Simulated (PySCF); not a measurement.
An unknown shows these calculated signals:

¹H NMR (500 MHz, computed): δ 7.13 (br s, 1H), 6.31 (br s, 1H), 6.27 (br, 1H), 4.63 (br, 1H), 2.26 (s, 3H).

¹³C{¹H} NMR (computed): δ 163.7 (C), 143.3 (CH2), 129.6 (C), 99.9 (C), 83.9 (C), 5.5 (CH3).

- geometry from GFN2-xTB
- PBE0/pcSseg-1 with gauge-including orbitals
- code: PySCF 2.14.0 with density-fitted response routines
- one averaged value for each set of equivalent atoms, relativity neglected, a single conformation, no solvent

Scale: TMS for ¹H (σ = 31.72 ppm) and ¹³C (σ = 186.93 ppm) (reference shieldings calculated alike).

Question: Which of these does the molecule contain: an amide, an NH or NH2 group, an ester, a tert-butyl group, a heteroaromatic ring, a non-aromatic C=C double bond?

Answer: 
- An amide: yes (δC 163.7).
- An NH or NH2 group: yes (δH 6.27 (br), 4.63 (br)).
- An ester: no.
- A tert-butyl group: no.
- A heteroaromatic ring: no.
- A non-aromatic C=C double bond: yes.

The data belong to `InChI=1S/C6H7NO/c1-3-4-5(2)6(7)8/h2H2,1H3,(H2,7,8)`; they needn't prove each group on their own.

Carbon signals by region: 1 in the far downfield region (above 160 ppm), 2 in the sp2 and nitrile region (100–160 ppm), 2 at 50–100 ppm, 1 below 50 ppm. Above 160 ppm: 163.7, amide carbonyl carbon.

Exchangeable OH/NH protons stand at their gas-phase positions; hydrogen bonding in a real sample shifts them, mostly to higher δ. The two substituents on the amide-type nitrogen aren't averaged: C–N rotation is slow on the NMR time scale. Shifts are as computed. Against solution values, carbons near 30 ppm lie about +3 ppm off and those near 130 ppm about +5 ppm. Of 1211 compounds with measured shifts, 218 miss one by over three times the rms of a fit or turn the order of signals round; such compounds aren't used in these exercises. Hydrogen bonding in solution deshields acid and N–H amide carbonyl carbons by as much as 10 ppm beyond these values. No couplings were computed; multiplicities are counted from neighbouring protons, with m where these are inequivalent, close in shift, in a saturated or five-membered ring or joined by F or P, and br s for small geminal =CH2 splittings.
